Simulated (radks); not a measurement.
All-electron atom: the antimony ion Sb19+ in [Ar] 3d10 4s2 4p2.

Calculated with a radial shooting solver on a logarithmic mesh with Libxc functionals: Dirac Kohn-Sham, BLYP, spin-unpolarised, spherical densities, point nucleus; open shells fill j = l - 1/2 first.

Energy parts (eV):
part                       energy
total                 -172392.665
kinetic                182184.941
electron-nucleus      -401437.638
Hartree                 51029.223
exchange-correlation    -4169.190

Orbitals (lengths in bohr, moments of r in powers of bohr; <r^-3> diverges for s and p1/2; r(90%) holds 90 % of the orbital's charge):
orbital,occ.,eigenvalue (eV),r(90%),<r^-3>,<1/r>
1s1/2,2,-30820.33,0.0511,-,54.33
2s1/2,2,-5131.068,0.189,-,12.64
2p1/2,2,-4836.373,0.169,-,12.62
2p3/2,4,-4583.879,0.176,4608,11.72
3s1/2,2,-1400.965,0.480,-,4.526
3p1/2,2,-1280.802,0.476,-,4.440
3p3/2,4,-1233.027,0.491,890.1,4.219
3d3/2,4,-1022.487,0.466,142.2,4.078
3d5/2,6,-1012.398,0.471,132.4,4.021
4s1/2,2,-583.7605,0.998,-,2.028
4p1/2,2,-538.4810,1.02,-,1.958
4p3/2,0,-525.8936,1.05,237.4,1.894

The highest occupied level is 4p1/2 at -538.48 eV. Summed over all electrons, <r^2> = 4.425 bohr^2, which gives a Langevin (diamagnetic) susceptibility term of -3.5 x 10^-6 cm^3/mol. For comparison, the ionisation energy in NIST's Atomic Spectra Database is 552 eV (theoretical). In exact Kohn-Sham theory the highest level is minus the ionisation energy, but local and semilocal functionals leave it too shallow, through self-interaction and a potential that decays too fast; potentials with the right tail come closer.

Beside tabulated values, note that spin-unpolarised runs miss the spin-polarisation part of the exchange energy of open shells.
